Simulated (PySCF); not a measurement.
BrH₄PSi.
Bonds: P1–Si2, Si2–Br3. Hydrogens: H4, H5 on P1; H6, H7 on Si2.

Method: PBE0-D3(BJ)/def2-SVP geometry optimisation, gas phase (PySCF); density fitting, grid level 1; the optimiser is geomeTRIC in internal coordinates, started from a GFN2-xTB structure with every atom displaced at random (about 0.01 Å).

Step 0: E = -87250.2277 eV
```
atom  x, y, z in Å  |  force x, y, z in eV/Å
P1      0.8997   -0.5252   -0.9133   -0.685   0.495  -1.798
Si2    -1.1537    0.0826   -0.2000    0.024  -0.643  -0.349
Br3    -2.5989   -1.4662   -0.8872   -0.048  -0.131  -0.096
H4      1.0657   -1.5480   -0.0311    0.046  -1.264   1.085
H5      1.5369    0.3850   -0.0991    0.601   0.884   0.694
H6     -1.5719    1.3238   -0.8548    0.018   0.500  -0.138
H7     -1.3403    0.1433    1.2469    0.045   0.159   0.602
```

Step 1: E = -87250.3424 eV
```
atom  x, y, z in Å  |  force x, y, z in eV/Å
P1      0.8842   -0.5380   -0.9487    0.152  -0.124   0.383
Si2    -1.1698    0.0421   -0.2110    0.007   0.110  -0.019
Br3    -2.6149   -1.4931   -0.9371    0.022   0.030   0.046
H4      1.0410   -1.5847    0.0392   -0.048   0.284  -0.248
H5      1.5345    0.4622   -0.1331   -0.135  -0.194  -0.130
H6     -1.5332    1.3557   -0.8192   -0.001  -0.038  -0.014
H7     -1.3043    0.1510    1.2713    0.005  -0.068  -0.017
```

Problem. Estimate the geometry and energy of step 2. (The exact step hangs on the optimiser's Hessian estimate; all steps are aligned on step 1, rigid shifts and turns removed.)

Solution. E = -87250.3491 eV, largest force 0.083 eV/Å
```
atom  x, y, z in Å  |  force x, y, z in eV/Å
P1      0.8870   -0.5394   -0.9463    0.029  -0.029   0.072
Si2    -1.1652    0.0481   -0.2142    0.006   0.047  -0.008
Br3    -2.6075   -1.4913   -0.9284   -0.018  -0.005   0.006
H4      1.0327   -1.5715    0.0354   -0.020   0.044  -0.044
H5      1.5238    0.4513   -0.1287   -0.011  -0.027  -0.022
H6     -1.5343    1.3574   -0.8243    0.002  -0.008  -0.007
H7     -1.2990    0.1408    1.2679    0.012  -0.021   0.003
```

The energy changes by -0.0066 eV. The first-order estimate −F·Δx gives -0.0117 eV and the mean of the old and new forces, exact on a quadratic surface, -0.0069 eV. The step makes an angle of 53° with the force vector and moves no atom by more than 0.016 Å.

The cost below is that of the whole optimisation. On one thread, Arm Neoverse V2 (aarch64), on a shared host, this took 9.6 s and 0.36 GiB of memory at its peak.
